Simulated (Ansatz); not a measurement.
Species: sum formula GeOCl₂ (charge +1, doublet). 
Geometry from a B3LYP-D3(BJ)/def2-TZVP (Ansatz, a program for electronic structure) optimisation:
```xyz
4

Ge    -0.1781    -0.1601    -0.0195
O     -1.4743    -1.3254    -0.1612
Cl    -0.4950     1.6950    -0.8443
Cl     1.5240    -0.7699     0.9568
```
Charge +1, spin multiplicity 2.

Basis-set convergence of Hartree-Fock and MP2 correlation energies (hartree) with Ansatz. Correlated levels leave the core frozen unless marked. UHF or UKS for open shells. Spin-orbit coupling is left out. The frozen core is the preceding noble-gas configuration, with the filled d and f shells of earlier blocks. No relativistic terms.

```tsv
basis	functions	E(HF)	E(corr, MP2)
def2-SVP	82	-3068.33359	-0.48088
def2-TZVPP	163	-3069.02319	-0.64195
def2-QZVPP	286	-3069.09483	-0.70247
```

Extrapolating the two largest sets (X = 3 and 4) as X^-3: E(corr) = (64·(-0.70247) - 27·(-0.64195))/37 = -0.7466 Eh, an estimate of the basis-set limit. The largest set recovers 94.1 % of it, the smallest 64.4 %.
